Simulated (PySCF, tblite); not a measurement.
A database entry of computed molecular properties. Lists by class give the value and the number of equivalent atoms.

```json
{
 "formula": "C4H11NO2Si",
 "smiles": "C=C(C)[Si@@](N)(O)OC",
 "inchi": "InChI=1S/C4H11NO2Si/c1-4(2)8(5,6)7-3/h6H,1,5H2,2-3H3/t8-/m1/s1",
 "charge": 0,
 "multiplicity": 1,
 "geometry_level": "GFN2-xTB",
 "atoms_angstrom": [
  ["C", -1.452, -0.887, 1.286],
  ["C", -1.166, 0.028, 0.369],
  ["C", -1.937, 1.312, 0.302],
  ["Si", 0.246, -0.183, -0.882],
  ["N", 0.766, -1.814, -1.157],
  ["O", -0.294, 0.456, -2.271],
  ["O", 1.55, 0.71, -0.463],
  ["C", 2.354, 0.548, 0.666],
  ["H", -0.916, -1.82, 1.354],
  ["H", -2.243, -0.749, 2.009],
  ["H", -1.264, 2.155, 0.452],
  ["H", -2.374, 1.418, -0.688],
  ["H", -2.725, 1.344, 1.053],
  ["H", 1.277, -2.281, -0.426],
  ["H", 0.102, -2.454, -1.561],
  ["H", 0.344, 0.686, -2.941],
  ["H", 1.75, 0.493, 1.576],
  ["H", 3.02, 1.41, 0.729],
  ["H", 2.951, -0.363, 0.585]
 ],
 "electronic_structure_code": "PySCF",
 "results": {
  "GFN2-xTB geometry": {
   "point_group": "C1",
   "rotational_constants_GHz": [1.918, 1.35, 1.248]
  },
  "PBE0/pcSseg-1 ground state and GIAO shieldings, non-relativistic": {
   "dipole_D": 1.84,
   "homo_eV": -7.29,
   "lumo_eV": 0.08,
   "shift_vs_computed_TMS_C_by_class_ppm": [
    [154.2, 1],
    [133.8, 1],
    [51.1, 1],
    [27.0, 1]
   ],
   "shift_vs_computed_TMS_H_by_class_ppm": [
    [5.97, 1],
    [5.35, 1],
    [3.67, 3],
    [2.04, 3],
    [2.03, 1],
    [0.58, 2]
   ],
   "shielding_other_nuclei_by_class_ppm": [
    ["N", 246.7, 1],
    ["O", 287.5, 1],
    ["O", 311.0, 1],
    ["Si", 390.3, 1]
   ],
   "charges_hirshfeld_e_by_atom": [-0.11, -0.09, -0.12, 0.49, -0.33, -0.31, -0.24, -0.04, 0.03, 0.04, 0.05, 0.04, 0.04, 0.11, 0.12, 0.18, 0.04, 0.05, 0.04]
  },
  "GFN2-xTB harmonic vibrations, gas phase": {
   "strongest_ir_bands_cm-1_km_per_mol_modes": [
    [571.4, 227.1, 1],
    [734.7, 120.1, 1],
    [863.7, 321.8, 1],
    [873.0, 171.2, 1],
    [941.6, 238.1, 1],
    [1139.7, 101.3, 1]
   ],
   "zpe_kcal_per_mol": 94.3
  }
 }
}
```

The rotational constants make it an asymmetric top with κ = (2B − A − C)/(A − C) = -0.69, nearer the prolate limit (−1). The zero-point energy, half the sum of the 51 harmonic wavenumbers, equals 33000 cm⁻¹ or 395 kJ/mol. The dipole matches unit charges of opposite sign 0.38 Å apart (1 e·Å = 4.8032 D). With B = h/(8π²I), that is 505.379 GHz u Å² over I, the principal moments of inertia are 263.5, 374.3 and 404.9 u Å² (most abundant isotopes).

One conformer (not necessarily the lowest) at the GFN2-xTB geometry, without solvent or vibrations. NMR classes are plain means over equivalent atoms (diastereotopic ones count apart unless rotation or inversion swaps them), as if these changed places fast; in this geometry the members of some classes differ.

For the vibration job (GFN2-xTB), time: 1.2 s of wall time. Hardware: one thread of an Arm Neoverse N1, shared host with 64 logical CPUs at a one-minute load of 59.

Shape of the structure used: `[CH2:1]=[C:2]([CH3:3])[Si@@:4]([NH2:5])([OH:6])[O:7][CH3:8]`: C1–C2–Si4–N5 21°, C2–Si4–O7–C8 65°, H–N5–Si4–C2 -71°, H–N5–Si4–C2 64°, H–O6–Si4–C2 162°.
